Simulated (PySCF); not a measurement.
Cost against size for one kind of job: GIAO PBE0/pcSseg-1 NMR shielding, non-relativistic, gas phase (PySCF); work: shieldings, ring-centre shieldings, charges and field gradients. Hardware: one thread, Arm Neoverse V2 (aarch64), no GPU, shared host. Other jobs ran on the host; a repeat could differ by tens of per cent or more.

```csv
species (SMILES),atoms,electrons,basis functions,SCF cycles,wall time
NC[C@H]1C=N1,11,38,115,14,5.8 s
N[C@@H]1C=CC1,12,38,120,13,?
C1=NCCC1,12,38,120,12,?
FC1([SiH3])CCC1,15,56,154,12,13 s
NC[C@]1(N2CC2)CC[SiH2]1,23,78,230,14,52 s
```

Task: Estimate the withheld figures.

Result: `N[C@@H]1C=CC1`: 8.3 s; `C1=NCCC1`: 6.8 s.

Task: With all rows, how does the wall time grow with the number of basis functions N?

Result: A straight line through log(time) against log(N) has slope 3.0 between N = 115 and 230, and the rows scatter about it by a factor of about 1.1 (standard error of the fit). This is a fit to these rows, whose iteration counts differ, not the method's formal scaling.

Task: Which species took longest, and how many times the shortest run?

Result: `NC[C@]1(N2CC2)CC[SiH2]1`, at 52 s: about 9 times the shortest (5.8 s).
